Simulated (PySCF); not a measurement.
C3H5BFNO, SMILES CN1C=C(F)B1O. Geometry optimised at B3LYP-D3(BJ)/def2-SVP. The structure was generated by enumeration, and PubChem lists no compound with its InChIKey, so it may never have been made. The values are those of a single conformer.

Method: B3LYP-D3(BJ)/def2-SVP run with PySCF.

Harmonic wavenumbers (cm⁻¹): 121, 150, 181, 250, 277, 396, 522, 552, 599, 660, 704, 797, 860, 916, 1069, 1142, 1150, 1184, 1278, 1317, 1440, 1456, 1487, 1555, 1701, 2946, 3053, 3096, 3178, 3830. Rotational constants (GHz): 4.058, 2.216, 1.494; symmetry number 1.

Problem. Work out the zero-point energy and the ideal-gas rigid-rotor harmonic-oscillator thermochemistry at 298.15 K and 1 atm.

Solution. ZPE = ½ Σ hcν = ½ × 37867 cm⁻¹ = 54.13 kcal/mol. H − E(el) = 59.20 kcal/mol. Entropy in cal/(mol K): translation 39.74, rotation 27.57, vibration 15.43, total 82.74. G − E(el) = 34.53 kcal/mol. Cp = 27.06 cal/(mol K). Modes under 150 cm⁻¹ make the vibrational entropy uncertain.
